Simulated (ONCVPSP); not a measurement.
**beryllium ONCV: all-electron and pseudo phase curves**

beryllium, optimised norm-conserving Vanderbilt (ONCV), made with ONCVPSP 4.0.1 (LDA (Perdew-Wang 92), scalar-relativistic). Core [He], reference 2s2. Waves: 2s: rc 2.00 bohr, ncon 4, nbas 8, qcut 3.9 1/bohr, 2 projectors, debl 3 Ha; p scattering state at 0.14 Ha: rc 1.75 bohr, ncon 3, nbas 7, qcut 4.9 1/bohr, 1 projector; d scattering state at 0.2 Ha: rc 1.70 bohr, ncon 3, nbas 7, qcut 6.3 1/bohr, 2 projectors, debl 2.8 Ha. Local part: polynomial inside 1.65 bohr (lpopt 2, dvloc0 0 Ha). Core correction: none.

In the p channel the program set the typed energies aside and used 0.050 Ha.

The phase is arctan(r·R′/R) of the radial function R(r), unwrapped; energies in Ha, scanned from -2 to 5 Ha. A pole is an energy at which the radial function vanishes at the test radius. The pseudo phase is shifted by a multiple of π to meet the all-electron one at the reference energy, and phase errors are pseudo minus all-electron; the curves can meet again beyond the range given. Levels narrower than the energy grid can be missing from the lists of poles.

| channel | radius (bohr) | reference energy (Ha) | poles, all-electron | poles, pseudo | unbroken range about the reference energy with phases within 0.05 rad | phase error 1 Ha above the reference energy (rad) |
| --- | --- | --- | --- | --- | --- | --- |
| s | 2.03 | -0.21 | 1.10 | 1.10 | the whole range | -0.001 |
| p | 1.78 | 0.05 | 1.31 | 1.36 | below 2.1 | +0.009 |
| d | 1.73 | 0.20 | 4.09 | 4.09 | the whole range | +0.000 |

Phases in the d channel:

| E (Ha) | all-electron | pseudo |
| --- | --- | --- |
| -1.98 | 1.240 | 1.240 |
| -1.80 | 1.225 | 1.225 |
| -1.62 | 1.209 | 1.209 |
| -1.44 | 1.191 | 1.191 |
| -1.26 | 1.170 | 1.170 |
| -1.08 | 1.146 | 1.146 |
| -0.90 | 1.118 | 1.118 |
| -0.72 | 1.085 | 1.085 |
| -0.54 | 1.046 | 1.046 |
| -0.36 | 0.999 | 0.999 |
| -0.18 | 0.942 | 0.942 |
| 0.00 | 0.869 | 0.869 |
| 0.18 | 0.777 | 0.777 |
| 0.36 | 0.657 | 0.657 |
| 0.54 | 0.500 | 0.500 |
| 0.72 | 0.299 | 0.299 |
| 0.90 | 0.052 | 0.052 |
| 1.08 | -0.219 | -0.219 |
| 1.26 | -0.480 | -0.480 |
| 1.44 | -0.703 | -0.703 |
| 1.62 | -0.878 | -0.878 |
| 1.80 | -1.014 | -1.014 |
| 1.98 | -1.118 | -1.118 |
| 2.16 | -1.200 | -1.200 |
| 2.34 | -1.265 | -1.265 |
| 2.52 | -1.318 | -1.318 |
| 2.70 | -1.363 | -1.363 |
| 2.88 | -1.401 | -1.401 |
| 3.06 | -1.434 | -1.434 |
| 3.24 | -1.463 | -1.463 |
| 3.42 | -1.489 | -1.489 |
| 3.60 | -1.513 | -1.513 |
| 3.78 | -1.535 | -1.535 |
| 3.96 | -1.556 | -1.556 |
| 4.14 | -1.577 | -1.577 |
| 4.32 | -1.597 | -1.597 |
| 4.50 | -1.617 | -1.617 |
| 4.68 | -1.638 | -1.637 |
| 4.86 | -1.659 | -1.659 |
